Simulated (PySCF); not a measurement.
## Vertical excitation energies

Species: C4H6F3NO.
Atom-mapped SMILES: `[NH2:1][CH2:2][CH2:3][C:4](=[O:5])[C:6]([F:7])([F:8])[F:9]` (hydrogens: H10, H11 on N1; H12, H13 on C2; H14, H15 on C3)

Method used: PySCF, TDDFT wB97X-D/def2-SVPD, vertical, gas phase, core orbitals frozen in the response. Geometry: GFN2-xTB, one conformer, isolated molecule. Torsions of this conformer, `[NH2:1][CH2:2][CH2:3][C:4](=[O:5])[C:6]([F:7])([F:8])[F:9]`: N1–C2–C3–C4 -74°, C2–C3–C4–O5 1°, C3–C4–C6–F7 56°, H–N1–C2–C3 -174°, H–N1–C2–C3 67°.

| state | E (eV) | E (kJ/mol) | λ (nm) | f | main configurations (H = HOMO, L = LUMO) |
| --- | --- | --- | --- | --- | --- |
| S1 | 4.42 | 427 | 280.5 | 0.0001 | H-1→L (96%) |
| S2 | 5.21 | 503 | 238.0 | 0.0002 | H→L (98%) |
| S3 | 6.86 | 662 | 180.7 | 0.013 | H→L+1 (66%), H→L+2 (22%), H→L+4 (8%) |
| S4 | 7.89 | 761 | 157.1 | 0.0000 | H-2→L (78%) |
| S5 | 7.93 | 765 | 156.4 | 0.017 | H→L+3 (45%), H→L+1 (14%), H→L+2 (13%) |
| S6 | 8.19 | 791 | 151.3 | 0.0022 | H→L+5 (33%), H→L+3 (22%), H→L+2 (18%) |
| S7 | 8.36 | 807 | 148.3 | 0.0069 | H-1→L+1 (76%) |
| S8 | 8.46 | 817 | 146.5 | 0.063 | H-3→L (40%), H→L+4 (24%), H-4→L (15%) |

Triplets, Tamm–Dancoff:

| state | E (eV) | λ (nm) | main configurations (H = HOMO, L = LUMO) |
| --- | --- | --- | --- |
| T1 | 3.85 | 321.8 | H-1→L (96%) |
| T2 | 5.19 | 238.9 | H→L (97%) |
| T3 | 6.14 | 202.0 | H-3→L (48%), H-5→L (19%), H-6→L (14%) |

The lowest singlet comes at 280 nm (427 kJ/mol) in the ultraviolet; it is dark (f under 0.0005); its leading configuration is HOMO-1→LUMO (96%). The strongest level in the table is S8 at 8.46 eV (147 nm, f = 0.063). It is the last of those listed, so stronger ones may follow. S1 has the pattern of n→π* at C=O. Of the 8 states listed, 3 reach f = 0.01 and 3 stay under 0.0005. The oscillator strengths of these states sum to 0.102; summed over the whole spectrum of an exact calculation they would give the number of electrons, 72 (Thomas–Reiche–Kuhn). The listed states span 4.04 eV, and the widest gap between neighbours is 1.65 eV (S2 to S3). The window holds the lowest 8 singlets.
